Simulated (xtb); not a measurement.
HgI, doublet, at a GFN2-xTB geometry (such geometries of metal compounds can be far from the true shape) (the spin is typed, not shown lowest). Base run: GFN0-xTB run with xtb 6.7.1.

Geometry (Å):
```xyz
2

Hg     0.0000     0.0000    -1.1847
I      0.0000     0.0000     1.7882
```
Charge 0, spin multiplicity 2.
All else is at xtb's defaults.
Base energy -4.40207 Eh.

Each row names what was changed in the base input (with any setting that the change needs).

```tsv
change	ΔE vs base (mEh)
base	0.000
acc = 0.0001	0.000
file = coord	0.000
etemp = 10000	-46.801
acc = 30	0.000
etemp = 5000	-15.098
```
